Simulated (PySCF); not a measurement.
Compound: C3H16Si4.
Atom-mapped SMILES: `[SiH3:1][CH2:2][SiH2:3][CH2:4][SiH2:5][CH2:6][SiH3:7]` (hydrogens: H8, H9, H10 on Si1; H11, H12 on C2; H13, H14 on Si3; H15, H16 on C4; H17, H18 on Si5; H19, H20 on C6; H21, H22, H23 on Si7)

Cartesian coordinates in Å at the PBE0-D3(BJ)/def2-SVP level; atoms count from 1:
```
atom  x, y, z in Å
Si1   -4.2400    0.2753   -0.1567
C2    -2.9154    1.2950    0.7055
Si3   -1.2571    0.4312    0.9337
C4    -0.5223   -0.1186   -0.7078
Si5    1.1480   -0.9805   -0.6004
C6     2.4763    0.1588    0.0947
Si7    4.2025   -0.5832    0.1729
H8    -5.5467    1.0021   -0.1921
H9    -3.8366   -0.0258   -1.5656
H10   -4.4397   -1.0245    0.5566
H11   -3.2928    1.5871    1.7011
H12   -2.7594    2.2291    0.1382
H13   -1.4433   -0.7648    1.8156
H14   -0.3062    1.3593    1.6269
H15   -0.4243    0.7598   -1.3704
H16   -1.2320   -0.8069   -1.2000
H17    1.5671   -1.4465   -1.9612
H18    1.0269   -2.1888    0.2761
H19    2.1827    0.4741    1.1109
H20    2.5160    1.0732   -0.5233
H21    5.1826    0.3956    0.7387
H22    4.6654   -0.9729   -1.1949
H23    4.2075   -1.8046    1.0362
```

The closed-shell ground state was solved at several levels (PySCF, density fitting, gas phase, non-relativistic).

```json
{"level": "PBE0/pcSseg-1", "basis functions": "227", "total energy (Eh)": "-1281.2321", "HOMO (eV)": "-8.45", "LUMO (eV)": "0.45", "gap (eV)": "8.90", "dipole (D)": "1.67"}
{"level": "KT3/pcSseg-1", "basis functions": "227", "total energy (Eh)": "-1293.1100", "HOMO (eV)": "-7.30", "LUMO (eV)": "-0.36", "gap (eV)": "6.94", "dipole (D)": "1.60"}
```

Question: Estimate the row for wB97X-D/def2-SVPD, a basis of 284 functions; the other rows only guide the guess.

Answer: Total energy -1281.4507 Eh, HOMO -10.21 eV, LUMO 1.83 eV, gap 12.04 eV, dipole 1.75 D.

Question: Over all these levels, which gives the widest orbital gap and which the narrowest?

Answer: wB97X-D/def2-SVPD (range-separated hybrid) has the widest, 12.04 eV, and KT3/pcSseg-1 (GGA) the narrowest, 6.94 eV. Functional and basis both differ between the two, so the spread mixes both effects.

Question: How far do the dipole and the HOMO energy spread over the levels?

Answer: The dipole runs from 1.60 to 1.75 D (mean 1.67 D) and the HOMO from -10.21 to -7.30 eV.

One conformer stands for the species.

wB97X-D is run here without its empirical dispersion term; that term would change no orbital, density or response property at a fixed geometry.
